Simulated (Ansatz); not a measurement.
Breaking a bond: K(OtBu), SMILES CC(C)(C)[O][K]. The C4–H15 bond (C4 also carries C, H, H; H15 carries nothing else) is pulled apart rigidly from the PBE0/def2-SVP optimised geometry.

- RKS-PBE = Ansatz (a first-principles code) with restricted PBE/def2-SVP
- UKS-PBE = Ansatz with unrestricted PBE/def2-SVP
- RKS-PBE0 = restricted PBE0/def2-SVP in Ansatz
- UKS-PBE0 = unrestricted PBE0/def2-SVP run with Ansatz

Energies relative to the lowest point of each curve near equilibrium, in mEh; the last columns give the difference from UKS-PBE0:

```csv
R / Å,RKS-PBE,UKS-PBE,RKS-PBE0,UKS-PBE0,RKS-PBE − UKS-PBE0,UKS-PBE − UKS-PBE0,RKS-PBE0 − UKS-PBE0
0.91,34.9,34.9,33.4,33.4,1.6,1.6,0.0
0.97,15.0,15.0,13.9,13.9,1.1,1.1,0.0
1.04,3.2,3.2,2.7,2.7,0.6,0.6,0.0
1.06,1.6,1.6,1.2,1.2,0.4,0.4,0.0
1.10,0.0,0.0,0.0,0.0,0.0,0.0,0.0
1.14,0.4,0.4,0.8,0.8,-0.4,-0.4,0.0
1.18,2.3,2.3,3.2,3.2,-0.8,-0.8,0.0
1.24,7.4,7.4,8.9,8.9,-1.5,-1.5,0.0
1.34,19.8,19.8,22.4,22.4,-2.6,-2.6,0.0
1.47,39.3,39.3,43.5,43.5,-4.3,-4.3,0.0
1.60,59.8,59.8,65.8,65.8,-6.0,-6.0,0.0
1.83,93.9,93.9,103.1,103.1,-9.1,-9.1,0.0
2.03,119.4,119.4,131.3,131.3,-11.9,-11.9,0.0
2.34,150.5,150.0,166.6,158.2,-7.7,-8.2,8.3
2.68,174.7,166.3,195.1,170.4,4.3,-4.0,24.7
3.18,196.9,174.8,222.9,176.3,20.6,-1.5,46.5
```

RKS-PBE is furthest from UKS-PBE0 at 3.18 (20.6 mEh, above); its mean absolute difference over the points is 4.5 mEh.

UKS-PBE is furthest from UKS-PBE0 at 2.03 (-11.9 mEh, below); its mean absolute difference over the points is 3.4 mEh.

RKS-PBE0 is furthest from UKS-PBE0 at 3.18 (46.5 mEh, above); its mean absolute difference over the points is 5.0 mEh.

The restricted form behind RKS-PBE, RKS-PBE0 keeps the bonding electrons paired and can't separate into open-shell fragments. The unrestricted determinant behind UKS-PBE is spin-contaminated at 2.34 to 3.18 Å (<S²> up to 0.9, against 0.00 for a pure singlet). The unrestricted determinant behind UKS-PBE0 is spin-contaminated at 2.34 to 3.18 Å (<S²> up to 1.0, against 0.00 for a pure singlet).
